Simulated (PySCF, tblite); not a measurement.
Compound: C₂H₅F₄PSi₂.
Numbering: `[F:1][C:2]([F:3])=[C:4]([F:5])[Si@H:6]([F:7])[SiH2:8][PH2:9]` (hydrogens: H10 on Si6; H11, H12 on Si8; H13, H14 on P9)

Cartesian coordinates in Å at the GFN2-xTB level; atoms count from 1:
```xyz
14
C2H5F4PSi2 angstrom
F     -4.2397    0.2768   -0.3792
C     -3.0125    0.7272   -0.1637
F     -3.0515    2.0024    0.2028
C     -1.8724    0.0645   -0.2670
F     -1.9267   -1.2384   -0.6313
Si    -0.1437    0.7925    0.0602
F      0.1615    1.6376   -1.2836
Si     1.3401   -0.9836    0.1970
P      3.0460   -0.3812    1.5230
H     -0.3183    1.8412    1.0543
H      0.7254   -2.1420    0.8579
H      1.7817   -1.4319   -1.1344
H      3.7138    0.3494    0.5563
H      3.7955   -1.5148    1.2760
```

Theory: B3LYP/def2-SVPD in PySCF (dipole) on a GFN2-xTB geometry, gas phase.

Take the most abundant isotopes and a rigid rotor. The values belong to one conformer with, in the numbering `[F:1][C:2]([F:3])=[C:4]([F:5])[Si@H:6]([F:7])[SiH2:8][PH2:9]`, C2–C4–Si6–F7 -78°, C4–Si6–Si8–P9 -152°, Si6–Si8–P9–H -80° and -173°.

Question: What are A, B and C (cm⁻¹)?

Answer: Ia = 255.42, Ib = 1223.80, Ic = 1328.75 u·Å²; 505379 MHz·u·Å²/I gives 1979, 413.0 and 380.3 MHz, that is A = 0.06600, B = 0.01377, C = 0.01269 cm⁻¹.

Question: Classify the top.

Answer: A near-prolate asymmetric top. Ray's parameter κ = (2B − A − C)/(A − C) = -0.959; −1 is the prolate and +1 the oblate limit.

Question: What does the inertial defect say?

Answer: Not planar: Δ = Ic − Ia − Ib = -150.46 u·Å². For a rigid frame Δ = −2 Σ m c², so Σ m c² = 75.23 u·Å² lies off the ab plane: 4.40 from hydrogen and 70.84 from heavier atoms. The atom farthest from that plane is 1.72 Å away.

Question: Give the other two planar moments, Paa and Pbb, and the rms extents of the mass along the axes.

Answer: Paa = Σ m a² = (Ib + Ic − Ia)/2 = 1148.56 and Pbb = Σ m b² = (Ia + Ic − Ib)/2 = 180.19 u·Å². With the mass M = 191.96 u, the rms extents √(P/M) along a, b and c are 2.45, 0.97, 0.63 Å.

Question: List the rotational levels J(Ka,Kc) to J = 5 (MHz).

Answer: Above 0(0,0):
J = 1: 1(0,1) 793, 1(1,1) 2359, 1(1,0) 2392
J = 2: 2(0,2) 2379, 2(1,2) 3913, 2(1,1) 4011, 2(2,1) 8708, 2(2,0) 8708
J = 3: 3(0,3) 4757, 3(1,3) 6244, 3(1,2) 6439, 3(2,2) 11088, 3(2,1) 11090, 3(3,1) 18998, 3(3,0) 18998
J = 4: 4(0,4) 7925, 4(1,4) 9351, 4(1,3) 9677, 4(2,3) 14261, 4(2,2) 14268, 4(3,2) 22172, 4(3,1) 22172, 4(4,1) 33245, 4(4,0) 33245
J = 5: 5(0,5) 11882, 5(1,5) 13233, 5(1,4) 13723, 5(2,4) 18226, 5(2,3) 18244, 5(3,3) 26140, 5(3,2) 26141, 5(4,2) 37213, 5(4,1) 37213, 5(5,1) 51450, 5(5,0) 51450

Question: Which types of transition are allowed, and where do some lines up to J = 4 fall?

Answer: The dipole components are |μa| = 1.97 D, |μb| = 0.41 D, |μc| = 0.65 D. The squared components, which scale the intensities, stand as 1.00 : 0.04 : 0.11 (a : b : c). Some lines, for components of 0.1 D or more:

```json
{"type": "a", "branch": "R", "J(Ka,Kc)": "2(1,1) ← 1(1,0)", "MHz": "1619", "lower level (cm⁻¹)": "0.080"}
{"type": "a", "branch": "R", "J(Ka,Kc)": "4(0,4) ← 3(0,3)", "MHz": "3168", "lower level (cm⁻¹)": "0.159"}
{"type": "a", "branch": "R", "J(Ka,Kc)": "4(2,2) ← 3(2,1)", "MHz": "3178", "lower level (cm⁻¹)": "0.370"}
{"type": "b", "branch": "R", "J(Ka,Kc)": "4(1,4) ← 3(0,3)", "MHz": "4593", "lower level (cm⁻¹)": "0.159"}
{"type": "b", "branch": "R", "J(Ka,Kc)": "4(2,3) ← 3(1,2)", "MHz": "7821", "lower level (cm⁻¹)": "0.215"}
{"type": "c", "branch": "R", "J(Ka,Kc)": "3(3,1) ← 2(2,1)", "MHz": "10290", "lower level (cm⁻¹)": "0.290"}
{"type": "b", "branch": "R", "J(Ka,Kc)": "3(3,0) ← 2(2,1)", "MHz": "10290", "lower level (cm⁻¹)": "0.290"}
{"type": "c", "branch": "R", "J(Ka,Kc)": "4(3,2) ← 3(2,2)", "MHz": "11084", "lower level (cm⁻¹)": "0.370"}
{"type": "b", "branch": "R", "J(Ka,Kc)": "4(3,1) ← 3(2,2)", "MHz": "11085", "lower level (cm⁻¹)": "0.370"}
{"type": "b", "branch": "R", "J(Ka,Kc)": "4(4,1) ← 3(3,0)", "MHz": "14247", "lower level (cm⁻¹)": "0.634"}
```

Question: Estimate the classical rotational partition function at 50 K, 200 K and 298.15 K.

Answer: Point group C1, symmetry number σ = 1; q = (√π/σ)·√((kT/h)³/(ABC)), k/h = 20836.6 MHz/K: 107000 at 50 K, 855000 at 200 K, 1560000 at 298.15 K.

Its lowest GFN2-xTB frequency is 10 cm⁻¹, too small to tell a flat minimum from a shallow saddle. Zero-point vibration and centrifugal distortion are left out.
